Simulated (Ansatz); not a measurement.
`C[NH][Zr]([Cl])([Cl])[Cl]` + CH₃OH → `C[NH][Zr]([Cl])([Cl])[O]C` + HCl at 400 K and 1 bar (ligand exchange at a Zr–Cl bond).

Computed with Ansatz on PBE0-D4/def2-TZVP structures; ΔE is electronic, products minus reactants. CCSD(T)/CBS is the MP2 limit (def2-TZVPP, def2-QZVPP) plus CCSD(T) − MP2 in def2-TZVPP, frozen cores. This one scheme is used for every species. def2 core potentials past Kr. For Zr outer-core shells are correlated without core-valence functions, which leaves a few kJ/mol of doubt a bond. Each species was taken in one conformer, which may not be the lowest.

```csv
species,CCSD(T)/CBS energy (Eh),H − E (kJ/mol),S (J/(mol·K))
`C[NH][Zr]([Cl])([Cl])[Cl]`,-1521.75679,192.5,475.3
CH₃OH,-115.61712,151.2,252.6
`C[NH][Zr]([Cl])([Cl])[O]C`,-1176.98734,307.2,531.0
HCl,-460.38127,29.6,195.4
```

H − E and S are ideal-gas, rigid-rotor, harmonic terms from PBE0-D4/def2-TZVP, for one conformer and one mirror image of each species. 1 Eh = 2625.50 kJ/mol, R = 8.31446 J/(mol·K).

Task: By hand: ΔE, ΔH, ΔS and ΔG.

Result: ΔE = (-1176.98734) + (-460.38127) − (-1521.75679) − (-115.61712) = 0.00530 Eh = 13.9 kJ/mol. Δ(H − E) = 307.2 + 29.6 − 192.5 − 151.2 = -6.9, so ΔH = 7.0 kJ/mol. ΔS = 531.0 + 195.4 − 475.3 − 252.6 = -1.5 J/(mol·K). ΔG = 7.0 − 400 × (-1.5)/1000 = 7.6 kJ/mol.

Task: By hand: the equilibrium constant, and the temperature at which ΔG would vanish if ΔH and ΔS stayed fixed.

Result: log₁₀ K = −ΔG/(RT ln 10) = -1.0. ΔH and −TΔS have one sign here, so there is no such temperature.

The number of gas molecules stays the same, so ΔS is small and ΔH decides. A doubt of 5 kJ/mol in ΔE shifts log₁₀ K by 0.7 here. Other conformers and mirror images would add mixing entropy, several J/(mol·K) or more a flexible species. Modes under 60 cm⁻¹, often nearly free rotors, make the harmonic entropy too high. These are equilibria of isolated gas molecules and say nothing of rates. Largest T1 diagnostic: 0.016 (customary marks: 0.02 for closed shells, 0.045 for open ones).

ΔS is within the doubt of such terms, so its sign, and with it that verdict, could turn.
